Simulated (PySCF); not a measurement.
**Adding and removing an electron: RbHg**

PBE0; Rb def2-SVP with ECP28, Hg def2-SVP with ECP60; scalar-relativistic core potentials (PySCF 2.14). Neutral (UKS): doublet (σ ↑), Re = 4.245 Å, ωe = 22.5 cm⁻¹, De = 0.05 eV, HOMO -2.84 eV, LUMO -1.29 eV.

RbHg⁺ (UKS): singlet (closed shell), Re = 3.771 Å, ωe = 43.9 cm⁻¹, De = 0.16 eV to Rb⁺ + Hg. The energies at the minima are -177.59339 hartree for RbHg and -177.44302 for RbHg⁺.

Work out the adiabatic ionisation energy, without and with harmonic zero-point energies (1 hartree = 27.2114 eV, 1 eV = 8065.5 cm⁻¹), and the change of the bond length.

At PBE0: 0.15037 hartree = 4.092 eV between the minima; the zero-point term (43.9 − 22.5)/2 cm⁻¹ = +0.001 eV makes it 4.093 eV. Re changes by -47.4 pm against the neutral. The electron leaves a σ orbital, and the shorter bond of the ion fits an antibonding orbital, or a change in how ionic the bond is.

Closed-shell solutions of metal pairs were not tested for spin polarisation, which can lower them a little. Weak bonds: RbHg, RbHg⁺. Basis-set superposition, not corrected here, can be much of De in a small basis, most of all at correlated wavefunction levels. Spin–orbit coupling is left out. For an ion De counts to the pair picked by the measured ionisation energies or electron affinities, which need not be the lowest pair at this level. States were picked by a PBE0 search and need not be the measured ground states.
